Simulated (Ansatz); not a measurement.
Stepwise reaction of `O[Si]([SiH3])(Cl)Cl` with hydrogen, as a gas-phase model of exchange steps in deposition or etching. ΔE in kJ/mol; ΔG adds harmonic PBE0-D4 terms to CCSD(T)/CBS, at 1 bar.

Isolated molecules relaxed with PBE0-D4/def2-TZVP in Ansatz; ΔE leaves out vibrations. CBS: MP2 limit from def2 TZ/QZ plus the TZ coupled-cluster correction, frozen cores. This one scheme is used for every species. DFT in def2-TZVPP. B3LYP here is the variant with VWN-RPA as its local correlation; programs differ in this. One conformer a species, not always the lowest.

| step | reaction | PBE-D4 | B3LYP-D4 | ωB97M-V | CCSD(T)/CBS | ΔG(400 K) |
| --- | --- | --- | --- | --- | --- | --- |
| 1 | `O[Si]([SiH3])(Cl)Cl` + H₂ → `O[SiH]([SiH3])Cl` + HCl | 92.4 | 91.0 | 92.2 | 90.1 | 85.6 |

(1) Give the row of step 2, `O[SiH]([SiH3])Cl` + H₂ → `O[SiH2][SiH3]` + HCl. (Best estimate.)

(2) By hand: ΔE of the 2 steps together at CCSD(T)/CBS.

Answers

(1) Computed: 
| step | reaction | PBE-D4 | B3LYP-D4 | ωB97M-V | CCSD(T)/CBS | ΔG(400 K) |
| --- | --- | --- | --- | --- | --- | --- |
| 2 | `O[SiH]([SiH3])Cl` + H₂ → `O[SiH2][SiH3]` + HCl | 93.2 | 93.5 | 94.8 | 93.7 | 88.3 |

(2) (90.1) + (93.7) = 183.8 kJ/mol, or 91.9 kJ/mol a step.

In ΔE the steps differ by no more than 3.6 kJ/mol. All are uphill at CCSD(T)/CBS. ΔG lies between 85.6 and 88.3 kJ/mol a step. PBE-D4 differs from CCSD(T)/CBS by -0.5 to 2.3 kJ/mol a step. Isolated molecules leave out the surface, adducts and barriers. Largest T1 diagnostic: 0.012.
